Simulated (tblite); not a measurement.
A tight-binding relaxation on `Cc1cc(C)c(C(=O)Br)s1`.

Computed with GFN2-xTB geometry optimisation, gas phase (tblite 0.8.0). Start geometry: from a force field or distance geometry. A driver script takes a list of jobs; this job's settings line and coordinates (Å) are shown.

Command:
```bash
OMP_NUM_THREADS=1 python probes_run.py task.json out
```

Input:
```
{"job": {"kind": "relax", "xc": "GFN2-xTB", "basis": "xTB"}, "charge": 0, "multiplicity": 1}
C     -2.979600     0.371000    -0.333300
C     -1.512800     0.291100    -0.195500
C     -0.727200    -0.825900     0.079800
C      0.664200    -0.516100     0.140200
C      1.710100    -1.560300     0.429800
C      0.904700     0.830400    -0.068700
C      2.203600     1.503800    -0.071900
O      3.287900     0.954700     0.128100
Br     2.348200     3.389200    -0.384800
S     -0.554400     1.684100    -0.340400
H     -3.417100     1.045600     0.416900
H     -3.262800     0.739400    -1.325600
H     -3.458000    -0.607800    -0.192000
H     -1.150000    -1.814600     0.209700
H      1.259400    -2.540000     0.557400
H      2.258900    -1.314700     1.349200
H      2.418000    -1.617900    -0.408800
```

Output:
```
step      E/eV     max force
  0    -814.81353    2.867
  1    -814.90478    3.039
  2    -814.97046    0.819
  3    -814.99487    0.605
  4    -815.02761    0.447
  5    -815.04238    0.438
  6    -815.05046    0.404
  7    -815.05878    0.301
  8    -815.06443    0.160
  9    -815.06755    0.140
... (14 lines left out)
 24    -815.07357    0.016
 25    -815.07360    0.013
 26    -815.07364    0.018
 27    -815.07368    0.020
 28    -815.07371    0.016
 29    -815.07374    0.014
 30    -815.07377    0.013
 31    -815.07380    0.014
 32    -815.07381    0.010
 33    -815.07382    0.009
```

«max force» is the largest atomic force in eV/Å.

Question: From which step on does the largest force stay under 0.1 eV/Å, and how much energy is left to gain from there?

Answer: From step 11 (0.074 eV/Å), 3.5 meV above the end.

In short: energy lowered by 6.0 kcal/mol over 33 steps; largest atomic force 0.009 eV/Å at the end.

Question: Give the final coordinates.

Answer: 0.063 Å rms from the input after alignment:
```
atom  x, y, z in Å
C1    -2.9623    0.3745   -0.3300
C2    -1.4864    0.3107   -0.1882
C3    -0.7205   -0.7945    0.0738
C4     0.6563   -0.5323    0.1508
C5     1.6967   -1.5570    0.4243
C6     0.9260    0.8153   -0.0614
C7     2.2179    1.4044   -0.0490
O8     3.2812    0.9045    0.1341
Br9    2.1539    3.3734   -0.4004
S10   -0.5244    1.7281   -0.3509
H11   -3.3887    1.0543    0.4067
H12   -3.2364    0.7471   -1.3163
H13   -3.3967   -0.6123   -0.1924
H14   -1.1394   -1.7764    0.2085
H15    1.2435   -2.5361    0.5528
H16    2.2572   -1.2968    1.3216
H17    2.4150   -1.5948   -0.3939
```

The run took 0.26 s wall on one thread, Arm Neoverse V2 (aarch64) (shared host).
Labels such as C1 count atoms from 1, the log's own numbers from 0.
